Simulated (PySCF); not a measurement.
Can point charges reproduce the dipole moment of `COB(BN)OC`?

Coordinates (PBE0-D3(BJ)/def2-SVP, Å) and charges (e) from the PBE0/pcSseg-1 density (PySCF):

```
atom       x       y       z  Mulliken      IAO  Hirshfeld  ESP-fitted
  C1  -1.692  -1.608   1.020   -0.0183  -0.1943    -0.0388     -0.1745
  O2  -1.255  -0.278   0.898   -0.5296  -0.3970    -0.1788     -0.3941
  B3  -0.049   0.029   0.328   +0.4841  +0.3556    +0.1659     +0.6108
  B4   0.311   1.713   0.242   -0.0193  -0.0601    +0.0475     +0.0354
  N5  -0.674   2.557   0.738   -0.4322  -0.4821    -0.2206     -0.7746
  O6   0.702  -1.026  -0.100   -0.5108  -0.3899    -0.1711     -0.3504
  C7   1.958  -0.890  -0.704   -0.0206  -0.1867    -0.0293     -0.1976
  H8  -1.686  -2.129   0.049   +0.1027  +0.1335    +0.0384     +0.0907
  H9  -2.718  -1.601   1.415   +0.1154  +0.1443    +0.0427     +0.1197
 H10  -1.050  -2.182   1.709   +0.1030  +0.1331    +0.0398     +0.0922
 H11   1.316   2.237  -0.197   -0.0052  -0.0112    -0.0795     -0.0666
 H12  -1.535   2.180   1.119   +0.2027  +0.2721    +0.1223     +0.3257
 H13  -0.614   3.567   0.757   +0.1930  +0.2665    +0.1320     +0.3816
 H14   1.960  -1.415  -1.672   +0.1101  +0.1421    +0.0438     +0.1176
 H15   2.732  -1.350  -0.067   +0.1091  +0.1402    +0.0435     +0.1130
 H16   2.226   0.165  -0.873   +0.1160  +0.1338    +0.0421     +0.0711
```

Task: Form Σ q r in debye for every column and set it beside the full dipole.

Result: The full density gives (-0.21, 0.26, 0.06) D, 0.34 D in size; dipole vectors point from the negative to the positive end.

```json
{"scheme": "Mulliken", "μx": "1.44", "μy": "-0.96", "μz": "-0.81", "size (D)": "1.91", "share of the full size (%)": "561", "angle to the full dipole (°)": "157"}
{"scheme": "IAO", "μx": "0.40", "μy": "0.04", "μz": "-0.26", "size (D)": "0.48", "share of the full size (%)": "141", "angle to the full dipole (°)": "123"}
{"scheme": "Hirshfeld", "μx": "-0.14", "μy": "0.21", "μz": "0.05", "size (D)": "0.26", "share of the full size (%)": "77", "angle to the full dipole (°)": "5"}
{"scheme": "ESP-fitted", "μx": "-0.19", "μy": "0.25", "μz": "0.05", "size (D)": "0.32", "share of the full size (%)": "93", "angle to the full dipole (°)": "2"}
```

Task: Which set comes closest?

Result: Length of the difference vector: ESP-fitted 0.03 D, Hirshfeld 0.08 D, IAO 0.72 D, Mulliken 2.22 D. Closest: ESP-fitted. 

Task: What is left for the Hirshfeld atoms' own dipoles?

Result: The shares of the density sum to the whole, so what Σ q r misses lies in dipoles about the nuclei. The atomic dipoles sum to (-0.21, 0.26, 0.06) − (-0.14, 0.21, 0.05) = (-0.07, 0.05, 0.01) D, 0.08 D in size.

Task: With the origin at the mean of the coordinates, (-0.004, -0.002, 0.291) Å, which are the largest single terms, by size, of the Mulliken dipole along the direction of the full one?

Result: N5 -5.10, O6 +3.16, H13 +2.96, H12 +2.69, O2 -1.69 D; all 16 atoms together -1.76 D. The single terms depend on the origin, their sum doesn't.

Task: Give the size of the full dipole in other units.

Result: 0.34 D = 0.134 au = 0.071 e·Å = 1.13 × 10⁻³⁰ C·m.

Isolated species at its PBE0-D3(BJ)/def2-SVP geometry (one conformer only).

The values belong to the conformer `[CH3:1][O:2][B:3]([BH:4][NH2:5])[O:6][CH3:7]`: C1–O2–B3–B4 179°, O2–B3–B4–N5 -1°, O2–B3–O6–C7 180°, H–N5–B4–B3 0°, H–N5–B4–B3 180°.
